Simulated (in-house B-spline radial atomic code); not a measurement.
Atomic self-consistent-field run: B2+. Method: scalar-relativistic (X2C) HSE06, spin-polarised, spherical fractional occupations, Fermi nucleus of rms radius 2.406 fm. Calculated with a B-spline radial code for spherical atoms.

Command:
```bash
python run_scf.py task.json out
```
Settings (nuclear radius in fm, mass in u):
```
Z                5
configuration    [He] 2s1
hamiltonian      x2c
method           hse06
spin_polarised   True
nucleus          fermi
rms_radius       2.406
atomic_mass      11.00931
speed_of_light   137.035999084
```

Output (hartree, bohr):
```
 radial grid: 69 intervals, B-splines of order 8, outer radius 14.8148 bohr

 iter        energy (Eh)    residual
    1         -22.994304    2.02e-01
    2         -23.406048    1.68e-02
    3         -23.408764    7.73e-03
    4         -23.409338    3.53e-03
    5         -23.409489    3.36e-04
    6         -23.409490    2.00e-05
    7         -23.409490    2.40e-07

 total energy                       -23.40949
 kinetic                              23.3708
 electron-nucleus                    -51.1235
 Hartree                               7.5960
 exact exchange                       -0.7601
 exchange-correlation                 -2.4927

 orbital      occ     eigenvalue          <r>       <r^2>       <1/r>       <r^4>       r_max
 1s up      1.000        -8.0269     0.326889    0.144765     4.67886   0.0553126      0.2099
 1s down    1.000        -7.9895     0.327368    0.145121     4.67138   0.0553975      0.2103
 2s up      1.000        -1.2364      1.62521     3.08985    0.880107     16.2359       1.361

 Slater integrals (Eh)
   F0(1s up,1s up)               2.887262
   F0(1s up,1s down)             2.884934
   F0(1s up,2s up)               0.774119
   G0(1s up,2s up)               0.061923
   F0(1s down,1s down)           2.882611
   F0(1s down,2s up)             0.774001
   F0(2s up,2s up)               0.555940
```

Run time, properties included: 0.16 s on 1 thread of Arm Neoverse V2 (shared host).
